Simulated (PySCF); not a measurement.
## Scalar relativity in Al(3+) (aluminium, charge +3)

[Ne], closed-shell 1S; UHF calculated with PySCF 2.14 in dyall-acv3z (19s12p6d4f, 113 functions), once non-relativistic with a point nucleus and once with spin-free X2C-1e and a Gaussian nucleus.

```csv
shell,ε non-rel. (eV),ε X2C (eV),"rms r non-rel. (bohr, spins averaged)","rms r X2C (bohr, spins averaged)",change of radius (%)
1s,-1627.0,-1630.3,0.1395,0.1390,-0.34
2s,-167.38,-167.91,0.6765,0.6747,-0.26
2p,-121.70,-121.69,0.6685,0.6681,-0.06
```

The total energy goes from -240.0002 to -240.4344 hartree.

Relativity contracts and stabilises s shells directly. The contracted s shells screen the nucleus better, so for spin-averaged p shells the direct and indirect effects partly cancel.
